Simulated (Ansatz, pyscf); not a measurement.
[HO–B–OH]• → •O–BH–OH, a hydrogen shift on the doublet surface: H–O broken, B–H formed. Optimised with ωB97X-D3(BJ)/def2-SVP in PySCF. Wave-function energies: Ansatz (a program for electronic structure), frozen core, RHF or UHF references. In kcal/mol, from the reactant's lowest minimum found.

Cost: rough CPU time of the saddle's run relative to CCSD(T)/cc-pV(D+d)Z, from one job on a shared machine, with the HF step and its search for lower states.

| level | barrier | reaction energy | cost |
|---|---|---|---|
| ωB97X-D3(BJ)/def2-TZVP | 31.42 | +4.59 | – |
| M06-2X/def2-TZVP | 34.78 | +10.29 | – |
| CCSD(T)/cc-pV(D+d)Z | 33.55 | +3.33 | 1 |
| CCSDT(Q)/cc-pV(D+d)Z | 33.21 | +3.26 | 80 |
| CCSD(T)/cc-pV(T+d)Z | 33.25 | +7.49 | 10 |
| CCSD(T)/cc-pV(Q+d)Z | 33.26 | +8.72 | – |

In cc-pV(D+d)Z, going from CCSD(T) to CCSDT(Q) shifts the barrier by -0.33 and the reaction energy by -0.08 kcal/mol. With HF in the quadruple-zeta basis and the correlation energy extrapolated as X⁻³ from X = 3, 4, CCSD(T) gives 33.27 and +9.32; adding the double-zeta shift gives ΔE‡ = 32.94 and ΔE = +9.24 kcal/mol, without core correlation, relativity or geometry relaxation at these levels. One saddle was located; it need not be the lowest between these sides.
